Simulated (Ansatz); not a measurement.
Stepwise reaction of `F[Si](Br)(Br)Br` with hydrogen fluoride, as a gas-phase model of exchange steps in deposition or etching. ΔE in kJ/mol; ΔG adds harmonic PBE0-D4 terms to CCSD(T)/CBS, at 1 bar.

Program: Ansatz. Geometries: PBE0-D4/def2-TZVP. ΔE: electronic, gas phase. CBS: MP2 limit from def2 TZ/QZ plus the TZ coupled-cluster correction, frozen cores. This one scheme is used for every species. Functionals use def2-TZVPP. B3LYP here is the variant with VWN-RPA as its local correlation; programs differ in this. For Br outer-core shells are correlated without core-valence functions, which leaves a few kJ/mol of doubt a bond. Scalar relativity is left out up to krypton.

```tsv
step	reaction	PBE-D4	B3LYP-D4	ωB97M-V	CCSD(T)/CBS	ΔG(400 K)
1	`F[Si](Br)(Br)Br` + H–F → `F[Si](F)(Br)Br` + HBr	-45.6	-57.5	-57.9	-51.9	-59.5
2	`F[Si](F)(Br)Br` + H–F → `F[Si](F)(F)Br` + HBr	-48.4	-60.7	-60.5	-56.8	-61.4
```

Problem. Give the row of step 3, `F[Si](F)(F)Br` + H–F → `F[Si](F)(F)F` + HBr. (Best estimate.)

Solution. The calculation gave: 
```tsv
step	reaction	PBE-D4	B3LYP-D4	ωB97M-V	CCSD(T)/CBS	ΔG(400 K)
3	`F[Si](F)(F)Br` + H–F → `F[Si](F)(F)F` + HBr	-50.6	-63.4	-61.9	-60.6	-61.7
```

Problem. By hand: ΔE of the 3 steps together at CCSD(T)/CBS.

Solution. (-51.9) + (-56.8) + (-60.6) = -169.3 kJ/mol, or -56.4 kJ/mol a step.

In ΔE each step is lower than the one before. All are downhill at CCSD(T)/CBS. ΔG lies between -61.7 and -59.5 kJ/mol a step. PBE-D4 differs from CCSD(T)/CBS by 6.3 to 10.0 kJ/mol a step. Only this route is followed, and other bonds may react first. Isolated molecules leave out the surface, adducts and barriers. Largest T1 diagnostic: 0.011.
